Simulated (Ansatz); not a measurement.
Reaction (ligand exchange at the Si–N bond): `Cl[SiH2][NH][GeH2][Cl]` + `C[SiH](N)Cl` → `C[SiH](Cl)N[SiH2]Cl` + `[NH2][GeH2][Cl]`

Calculated with Ansatz (gas phase, PBE0-D4/def2-TZVP geometries, no zero-point term in ΔE). CCSD(T)/CBS adds triple-zeta CCSD(T) − MP2 to the extrapolated MP2 energy (def2 sets, frozen cores). DFT in def2-TZVPP. B3LYP here is the variant with VWN-RPA as its local correlation; programs differ in this. For Ge outer-core shells are correlated without core-valence functions, which leaves a few kJ/mol of doubt a bond. Scalar relativity is left out up to krypton. One conformer a species, not always the lowest.

```csv
level,ΔE (kJ/mol),difference from CCSD(T)/CBS
PBE-D4,-3.0,-2.7
PBE0-D4,-2.2,-1.9
B3LYP-D4,-2.4,-2.1
PBE,-0.2,0.1
B3LYP,1.8,2.1
HF/def2-TZVPP,3.5,3.8
HF/def2-QZVPP,3.8,4.1
MP2/def2-QZVPP,-0.3,0.0
SCS-MP2/def2-QZVPP,0.4,0.7
CCSD/CBS(def2),0.5,0.8
CCSD(T)/CBS,-0.3,0
```

Largest T1 diagnostic among the species: 0.010.

In def2-TZVPP, CCSD(T) changes the Hartree–Fock value by −3.9 kJ/mol (the triples alone add −0.7 kJ/mol) and MP2 by −3.9 kJ/mol. The D4 term adds −4.3 kJ/mol with B3LYP and −2.6 kJ/mol with PBE0; it sums over pairs of atoms, weighted by their polarisabilities, and B3LYP, whose exchange is more repulsive, gets the larger term.
